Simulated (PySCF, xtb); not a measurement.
TiF4, SMILES [F][Ti]([F])([F])[F], multiplicity 1.

GFN2-xTB (xtb 6.7.1) at its own geometry gives an orbital gap of 5.80 eV and a dipole moment of 0.00 D.

Geometry: B3LYP-D3(BJ)/def2-SVP. The multiplicity is an assumed one; other spin states were not compared. The isomer is the one that the SMILES or the coordinates give; other isomers of the formula were not compared.

Task: What does PBE/def2-TZVP (PySCF) give? (An estimate is asked for; the answer gives what the named calculation found.)

Result: gap 6.46 eV (levels -10.44 and -3.98 eV), dipole 0.00 D.
